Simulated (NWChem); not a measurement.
System: GeHSCl, singlet; SMILES [Ge]([Cl])[SH]

The following NWChem deck was run.

```
start job
memory heap 200 mb stack 900 mb global 1100 mb
geometry units angstroms noautosym nocenter noautoz
  Ge     0.755959     0.019904    -0.005891
  Cl    -0.731103     1.637520     0.005464
  S     -0.726220    -1.657594    -0.007724
  H      0.238835    -2.606827    -0.014664
end
basis spherical
  Ge library def2-tzvp
  Cl library def2-tzvp
  S library def2-tzvp
  H library def2-tzvp
end
dft
  xc xpbe96 cpbe96
  iterations 150
end
property
  efieldgrad
end
task dft property
```

Low-valent species are run as closed-shell singlets; no triplet was tried in these runs. All runs use the structure optimised with PBE0/def2-SVP.

Vzz is the largest principal value of the second derivative of the potential at the nucleus (NWChem prints the opposite sign); η is the asymmetry. Non-relativistic.

Atoms are numbered as in the input.

Q: What results follow from this input? (PBE/def2-TZVP.) Quantities: Vzz Ge1 (a.u.); η Ge1; Vzz Cl2 (a.u.); η Cl2; Vzz S3 (a.u.); η S3.

A: 
- Vzz Ge1 (a.u.): 2.402
- η Ge1: 0.79
- Vzz Cl2 (a.u.): 1.706
- η Cl2: 0.60
- Vzz S3 (a.u.): 1.542
- η S3: 0.47
